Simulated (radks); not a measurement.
The numbers below are computed, except where a source is named.
Q: Tl, configuration [Xe] 4f14 5d9 6s2 6p1 7p1 (not the ground configuration). Code: a radial shooting solver on a logarithmic mesh with Libxc functionals. Model: scalar-relativistic Kohn-Sham, LDA (Slater exchange, Perdew-Wang correlation), spin-polarised, spherical densities, finite nucleus; open shells are filled with parallel spins first (spin-orbit coupling, left out, can overturn this in heavy ions); Fermi nuclear charge, rms radius 5.4759 fm. Some entries of the table are withheld. Estimate them.

| orbital | occ. | eigenvalue (eV) | <r> (bohr) |
|---|---|---|---|
| 1s up | 1 | -85523.13 | 0.01633 |
| 1s down | 1 | -85523.11 | 0.01633 |
| 2s up | 1 | -15238.48 | 0.06880 |
| 2s down | 1 | -15238.38 | 0.06880 |
| 2p up | 3 | -13118.75 | 0.06236 |
| 2p down | 3 | -13118.66 | 0.06236 |
| 3s up | 1 | -3644.718 | 0.1777 |
| 3s down | 1 | -3644.661 | 0.1777 |
| 3p up | 3 | -3034.312 | 0.1794 |
| 3p down | 3 | -3034.251 | 0.1794 |
| 3d up | 5 | -2399.282 | 0.1625 |
| 3d down | 5 | -2399.202 | 0.1625 |
| 4s up | 1 | -820.5057 | 0.3920 |
| 4s down | 1 | -820.3965 | 0.3920 |
| 4p up | 3 | -620.2483 | 0.4179 |
| 4p down | 3 | -620.1372 | 0.4179 |
| 4d up | 5 | -385.0250 | 0.4400 |
| 4d down | 5 | -384.8957 | 0.4400 |
| 5s up | 1 | -141.2352 | 0.8748 |
| 5s down | 1 | -140.6585 | 0.8741 |
| 4f up | 7 | -124.5247 | 0.4676 |
| 4f down | 7 | -124.3621 | 0.4673 |
| 5p up | 3 | -86.1047 | 1.002 |
| 5p down | 3 | -85.4387 | 1.001 |
| 5d up | 5 | -24.6026 | 1.346 |
| 5d down | 4 | -23.8374 | 1.344 |
| 6s up | 1 | -16.2062 | 2.294 |
| 6s down | 1 | -15.3845 | 2.296 |
| 6p up | 1 | (1) | 3.071 |
| 6p down | 0 | (2) | 3.106 |
| 7p up | 1 | (3) | 9.382 |
| 7p down | 0 | (4) | 10.12 |

A: 
(1) 6p up eigenvalue (eV): -7.2067
(2) 6p down eigenvalue (eV): -6.4314
(3) 7p up eigenvalue (eV): -1.2276
(4) 7p down eigenvalue (eV): -0.8788
